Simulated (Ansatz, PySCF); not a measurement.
ClH5OSi2, SMILES O[Si@@H]([SiH3])Cl. Atoms are numbered in the order given.

```xyz
9

O      0.7093     1.7718    -0.3694
Si     0.0312     0.4499     0.3771
Si    -1.7449    -0.2614    -0.9666
Cl     1.4073    -1.1248     0.4851
H      1.4609     2.1972     0.0630
H     -0.3345     0.7587     1.7892
H     -1.2191    -0.6103    -2.3168
H     -2.3610    -1.4706    -0.3473
H     -2.7800     0.8061    -1.0910
```

The structure is a stationary point at B3LYP-D3(BJ)/def2-SVP. The structure was generated by enumeration; whether it is a known compound was not checked. One conformer was computed; it need not be the lowest.

Two levels are set side by side: PBE-D3(BJ)/def2-SVP (Ansatz, a quantum-chemistry and plane-wave program) and B3LYP-D3(BJ)/def2-SVP (Ansatz). Each level has its own optimised geometry; the coordinates shown are those of the second. Frequencies come from the Hessian of PySCF at each geometry. Differences are taken from unrounded values.

| quantity | B3LYP-D3(BJ) |
|---|---|
| mean bond length (Å) | 1.628 |
| bond O1–Si2 (Å) | 1.663 |
| bond Si2–Si3 (Å) | 2.338 |
| bond Si2–Cl4 (Å) | 2.094 |
| bond O1–H5 (Å) | 0.966 |
| bond Si2–H6 (Å) | 1.491 |
| bond Si3–H7 (Å) | 1.490 |
| bond Si3–H8 (Å) | 1.492 |
| bond Si3–H9 (Å) | 1.492 |
| highest harmonic wavenumber (cm⁻¹) | 3852 |
| mean harmonic wavenumber (cm⁻¹) | 1036 |
| zero-point energy (kcal/mol) | 31.10 |

What does PBE-D3(BJ) give, and how far is it from B3LYP-D3(BJ)? (An estimate is asked for; the answer gives what the named calculation found.)


```json
[
 {"quantity": "mean bond length (Å)", "PBE-D3(BJ)": "1.639", "PBE-D3(BJ) minus B3LYP-D3(BJ)": "0.010"},
 {"quantity": "bond O1–Si2 (Å)", "PBE-D3(BJ)": "1.676", "PBE-D3(BJ) minus B3LYP-D3(BJ)": "0.013"},
 {"quantity": "bond Si2–Si3 (Å)", "PBE-D3(BJ)": "2.342", "PBE-D3(BJ) minus B3LYP-D3(BJ)": "0.004"},
 {"quantity": "bond Si2–Cl4 (Å)", "PBE-D3(BJ)": "2.098", "PBE-D3(BJ) minus B3LYP-D3(BJ)": "0.004"},
 {"quantity": "bond O1–H5 (Å)", "PBE-D3(BJ)": "0.974", "PBE-D3(BJ) minus B3LYP-D3(BJ)": "0.009"},
 {"quantity": "bond Si2–H6 (Å)", "PBE-D3(BJ)": "1.506", "PBE-D3(BJ) minus B3LYP-D3(BJ)": "0.015"},
 {"quantity": "bond Si3–H7 (Å)", "PBE-D3(BJ)": "1.503", "PBE-D3(BJ) minus B3LYP-D3(BJ)": "0.013"},
 {"quantity": "bond Si3–H8 (Å)", "PBE-D3(BJ)": "1.504", "PBE-D3(BJ) minus B3LYP-D3(BJ)": "0.013"},
 {"quantity": "bond Si3–H9 (Å)", "PBE-D3(BJ)": "1.505", "PBE-D3(BJ) minus B3LYP-D3(BJ)": "0.013"},
 {"quantity": "highest harmonic wavenumber (cm⁻¹)", "PBE-D3(BJ)": "3742", "PBE-D3(BJ) minus B3LYP-D3(BJ)": "-110"},
 {"quantity": "mean harmonic wavenumber (cm⁻¹)", "PBE-D3(BJ)": "1003", "PBE-D3(BJ) minus B3LYP-D3(BJ)": "-32"},
 {"quantity": "zero-point energy (kcal/mol)", "PBE-D3(BJ)": "30.12", "PBE-D3(BJ) minus B3LYP-D3(BJ)": "-0.97"}
]
```

GGA bonds tend to be longer and softer than those of functionals with exact exchange. Differences between two approximate levels are no errors against the true value.
